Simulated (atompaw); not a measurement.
## How hard is this praseodymium (Pr) PAW (atompaw) potential?

- Element: Pr (Z = 59)
- Generator: atompaw 4.2.0.5
- Type: PAW
- Functional: LDA (PW92)
- Relativity: scalar-relativistic
- Frozen core: [Kr] 4d10
- Valence charge: 13
- Reference configuration: 4f3 5s2 5p6 5d0 6s1.75 6p0.25
- Partial waves: 5s (bound): rc 1.65 bohr; 6s (bound): rc 3.00 bohr; 5p (bound): rc 3.00 bohr; 6p (bound): rc 3.00 bohr; 5d (bound, empty): rc 2.75 bohr; 5d channel at 1.25 Ry: rc 3.00 bohr; 4f (bound): rc 1.80 bohr; 4f channel at 4.25 Ry: rc 1.80 bohr
- Local potential: troulliermartins scheme with l = 4 at 1 Ry, radius 2.95 bohr
- Core correction: smooth core density matched at 2.20 bohr
- Augmentation charge: sinc compensation charge, radius 2.60 bohr; PAW radius 3.00 bohr; waves and projectors: custom polynom vanderbiltortho

The pseudo-atom Hamiltonian at the reference potential is diagonalised in spherical Bessel functions j_l(qr) that vanish at 20 bohr, with q² up to the cutoff. All-electron valence levels (Ry): 5s -2.8991, 6s -0.2771, 5p -1.6055, 6p -0.1060, 5d -0.1758, 4f -0.1272.

Question: How do the lowest levels (Ry) of each channel move with the cutoff, and are there ghosts?

Answer:

| cutoff (Ry) | s #1 | s #2 | s #3 | p #1 | p #2 | d #1 | f #1 | f #2 | Σ f·Δε (mRy) |
| --- | --- | --- | --- | --- | --- | --- | --- | --- | --- |
| 8 | -2.8035 | -0.2770 | -0.0085 | -1.6043 | -0.1058 | -0.1696 | 0.0803 | 0.1858 | 821.3 |
| 12 | -2.8525 | -0.2771 | -0.0085 | -1.6050 | -0.1059 | -0.1756 | 0.0803 | 0.1858 | 718.9 |
| 15 | -2.8753 | -0.2771 | -0.0085 | -1.6055 | -0.1059 | -0.1757 | 0.0803 | 0.1856 | 670.6 |
| 21 | -2.8973 | -0.2771 | -0.0086 | -1.6055 | -0.1059 | -0.1758 | 0.0793 | 0.1404 | 623.2 |
| 25 | -2.8982 | -0.2771 | -0.0086 | -1.6055 | -0.1059 | -0.1758 | -0.0589 | 0.0809 | 206.6 |
| 35 | -2.8986 | -0.2771 | -0.0086 | -1.6055 | -0.1059 | -0.1759 | -0.1236 | 0.0807 | 11.6 |
| 45 | -2.8990 | -0.2771 | -0.0086 | -1.6055 | -0.1059 | -0.1759 | -0.1246 | 0.0807 | 7.9 |
| 50 | -2.8991 | -0.2771 | -0.0086 | -1.6055 | -0.1059 | -0.1759 | -0.1253 | 0.0807 | 5.7 |
| 60 | -2.8991 | -0.2771 | -0.0086 | -1.6055 | -0.1059 | -0.1759 | -0.1266 | 0.0807 | 1.6 |
| 70 | -2.8991 | -0.2771 | -0.0086 | -1.6055 | -0.1059 | -0.1759 | -0.1269 | 0.0807 | 0.7 |
| 90 | -2.8991 | -0.2771 | -0.0086 | -1.6055 | -0.1059 | -0.1759 | -0.1271 | 0.0807 | 0.3 |
| 400 | -2.8991 | -0.2771 | -0.0086 | -1.6055 | -0.1059 | -0.1759 | -0.1272 | 0.0807 | 0.0 |

Result: no extra level below or beside the all-electron valence levels (s, p, d, f tested); 10 mRy is reached at 40 Ry and 1 mRy at 70 Ry.
